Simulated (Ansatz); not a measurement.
Mulliken charges of CH4BBrO2 (`COB(O)Br`) from B3LYP/def2-TZVPP in Ansatz (PBE0-D4/def2-TZVP geometry).

```json
{"atom": "C1", "x (Å)": "0.322", "y (Å)": "-0.548", "z (Å)": "-1.229", "charge (e)": "-0.077"}
{"atom": "O2", "x (Å)": "0.555", "y (Å)": "0.008", "z (Å)": "0.048", "charge (e)": "-0.303"}
{"atom": "B3", "x (Å)": "-0.373", "y (Å)": "0.416", "z (Å)": "0.932", "charge (e)": "0.293"}
{"atom": "O4", "x (Å)": "-0.005", "y (Å)": "0.939", "z (Å)": "2.123", "charge (e)": "-0.254"}
{"atom": "Br5", "x (Å)": "-2.277", "y (Å)": "0.295", "z (Å)": "0.595", "charge (e)": "-0.161"}
{"atom": "H6", "x (Å)": "0.841", "y (Å)": "-1.505", "z (Å)": "-1.289", "charge (e)": "0.109"}
{"atom": "H7", "x (Å)": "0.729", "y (Å)": "0.126", "z (Å)": "-1.986", "charge (e)": "0.108"}
{"atom": "H8", "x (Å)": "-0.743", "y (Å)": "-0.698", "z (Å)": "-1.412", "charge (e)": "0.084"}
{"atom": "H9", "x (Å)": "0.952", "y (Å)": "0.967", "z (Å)": "2.217", "charge (e)": "0.201"}
```

By hand: the dipole of these point charges (1 e Å = 4.8032 D).

Σ q r = (0.365, -0.139, -0.310) e Å, of length 0.499 e Å = 2.40 D.

How does the dipole of the full density compare? (Estimate.)

Ansatz gave: (0.450, -0.130, -0.283) e Å, 2.63 D; the point charges give 0.91 times that, at 8° from its direction.

Point charges leave out the atoms' own dipoles, such as those of lone pairs, and Mulliken's split depends on the basis, so the close match here is no proof of good charges.

B3LYP here is the variant with VWN-RPA as its local correlation; programs differ in this.
